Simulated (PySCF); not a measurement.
CaF (SMILES [F][Ca+]), charge +1, singlet, at a GFN2-xTB geometry (such geometries of metal compounds can be far from the true shape). Base run: HF/def2-SVP (PySCF).

Input for PySCF:
```python
from pyscf import gto, scf

mol = gto.M(
    atom='''
Ca   -0.00000000   -0.00000000   -0.61305209
F     0.00000000    0.00000000    1.36233797
''',
    basis='def2-svp',
    charge=1,
    verbose=4,
)

mf = scf.RHF(mol)
mf.kernel()
mf.analyze()
```

The base run was repeated with changes; each row names its change, and settings that it needs were set with it.

```tsv
change	ΔE vs base (µEh)	SCF cycles
base	0.0	9
init_guess = 1e	0.0	10
level_shift = 1.0 (with mf.max_cycle = 100)	0.0	25
conv_tol_grad = 1e-7	0.0	12
diis_space = 20	0.0	9
conv_tol = 1e-6	0.0	7
conv_tol = 1e-11	0.0	10
damp = 0.5; diis_start_cycle = 5	0.0	11
conv_tol = 1e-4	0.2	5
init_guess = sap	0.0	8
diis_space = 12	0.0	9
diis_space = 2	0.0	12
init_guess = atom	0.0	9
```
